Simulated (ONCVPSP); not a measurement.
## How hard is this Zn ONCV potential?

```
Element                 : Zn
Generator               : ONCVPSP 4.0.1
Type                    : optimised norm-conserving Vanderbilt (ONCV)
Functional              : revPBE
Relativity              : scalar-relativistic
Frozen core             : [Ne]
Valence charge          : 20
Reference configuration : 3s2 3p6 3d10 4s1 (charge +1)
Partial waves           : 3s+4s: rc 1.00 bohr, ncon 4, nbas 7, qcut 11.6 1/bohr, 2 projectors; 3p: rc 1.10 bohr, ncon 4, nbas 7, qcut 15.3 1/bohr, 2 projectors, debl 1.6 Ha; 3d: rc 1.20 bohr, ncon 4, nbas 9, qcut 14 1/bohr, 1 projector
Local potential         : polynomial inside 0.85 bohr (lpopt 3, dvloc0 0 Ha)
Core correction         : Teter function, fcfact 2, rcfact 1.65
```

In the p channel the program set the typed energies aside and used -3.419, 0.250 Ha.

Problem. For each optimised wave give the share of its norm inside rc, the residual kinetic energy above qcut (Ha) and the cutoffs (Ha) for errors of 10, 1, 0.1 and 0.01 mHa per electron.

Solution.

```
         wave  norm inside rc  residual KE  10 mHa  1 mHa  0.1 mHa  0.01 mHa
           3s           0.891      2.1e-05    41.5   52.8     61.4      89.4
           4s           0.034      1.0e-05    28.6   46.0     57.5      67.6
           3p           0.901      3.7e-08    41.4   53.2     63.8      72.3
p projector 2           0.018      1.4e-09    25.3   38.3     49.6      59.3
           3d           0.786      7.6e-07    63.1   74.7     83.5      90.4
```

The occupied waves need 75 Ha and 83 Ha for 1 and 0.1 mHa.
